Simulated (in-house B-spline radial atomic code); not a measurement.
# The erbium ion Er²⁺: [Xe] 4f12

Level of theory: Dirac-Kohn-Sham PBEsol, spherical fractional occupations, Fermi nucleus of rms radius 5.2516 fm; calculated with a radial B-spline atomic code at the basis-set limit.

Effective charges: Z_r = [3n² - l(l+1)]/(2<r>) from the radius, Z_e = n√(-2ε) from the energy, and Slater's rules. Values are occupation-weighted means over j. An effective charge above Z reflects the relativistic contraction of the inner shells.

```tsv
shell	electrons	ε (eV)	<r> (bohr)	Z_r	Z_e	Slater
1s	2	-57286	0.02038	73.61	64.89	67.70
2s	2	-9630.9	0.08592	69.83	53.21	63.85
2p	6	-8565.1	0.07633	65.50	50.18	63.85
3s	2	-2168.6	0.225	60.00	37.87	56.75
3p	6	-1840.3	0.2238	55.85	34.89	56.75
3d	10	-1408.2	0.2038	51.51	30.52	46.85
4s	2	-438.87	0.5083	47.22	22.72	40.25
4p	6	-330.03	0.5383	42.73	19.70	40.25
4d	10	-179.14	0.5843	35.94	14.51	28.85
5s	2	-66.236	1.253	29.93	11.03	12.05
5p	6	-41.038	1.483	24.62	8.68	12.05
4f	12	-17.432	0.8207	21.93	4.53	18.15
```

The least bound orbital is 4f7/2 at -16.97 eV, while the most diffuse is 5p3/2 (<r> = 1.519 bohr against 0.8289 bohr): energy order and size order differ.

Spin-orbit splittings of the orbital energies (j = l + 1/2 above j = l - 1/2 when positive): 2p 916.3 eV, 3p 192.4 eV, 3d 42.07 eV, 4p 43.36 eV, 4d 7.878 eV, 5p 5.417 eV, 4f 1.087 eV.

For the 1s electron the small component carries 6.47 % of the norm, the zero-frequency Breit interaction raises the level by 183.9 eV, self-energy by 112 eV, and vacuum polarisation lowers it by 19.37 eV.

The density falls to 0.001 bohr⁻³ at 3.342 bohr; Σ<r²> = 37.145 bohr² gives, by the non-relativistic formula and without the paramagnetism of open shells, a Langevin diamagnetic susceptibility of -29.42×10⁻⁶ cm³/mol.
